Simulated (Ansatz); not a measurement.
The first iterations of a band of CH3FOSe (7 atoms, charge 0, multiplicity 1).

Computed with RKS B3LYP/def2-SVP in Ansatz.

```json
{
 "movable images": "7",
 "climbing image": "yes",
 "spring": "5.0 eV/Å²",
 "optimiser": "quadratic models (default)",
 "start path": "through a guess of the saddle point",
 "force threshold": "0.05 eV/Å",
 "iteration limit": "38",
 "end points": "relaxed"
}
```

Image 0:

```xyz
7
Properties=species:S:1:pos:R:3
O -0.154 -0.627 1.351
C -0.062 0.281 0.343
F -1.283 0.560 -0.211
Se 1.142 -0.417 -1.104
H -0.447 -1.475 0.980
H 0.352 1.211 0.757
H 0.515 0.398 -2.161
```

Image 8:

```xyz
7
Properties=species:S:1:pos:R:3
O -0.541 -0.794 1.143
C -0.300 0.183 0.210
F -1.493 0.733 -0.098
Se 0.558 -0.631 -1.418
H 0.302 -1.183 1.414
H 0.371 0.986 0.568
H 1.165 0.639 -1.865
```

| iteration | highest image above the first end (eV) | largest band force component (eV/Å) |
| --- | --- | --- |
| 1 | 0.674 | 6.917 |
| 2 | 0.256 | 1.434 |
| 3 | 0.259 | 0.891 |
| 4 | 0.225 | 0.315 |
| 5 | 0.227 | 0.243 |
| 6 | 0.225 | 0.125 |
| 7 | 0.219 | 0.159 |

Problem. Does the band converge within its limit, and where does its top end?

Solution. The forces met the threshold. It ended after 21 iterations with the highest image 0.193 eV above the first end. The profile has 2 maxima (images 2, 5) with wells between them (image 4): this band takes more than one step, which may be the mechanism or a detour left from its start path. A vibrational analysis at the climbing image gives one clearly imaginary mode, 189i cm⁻¹: a first-order saddle point.

Run time: 7.3 min on 1 thread of Arm Neoverse V2 (shared host), peak memory 0.18 GiB.
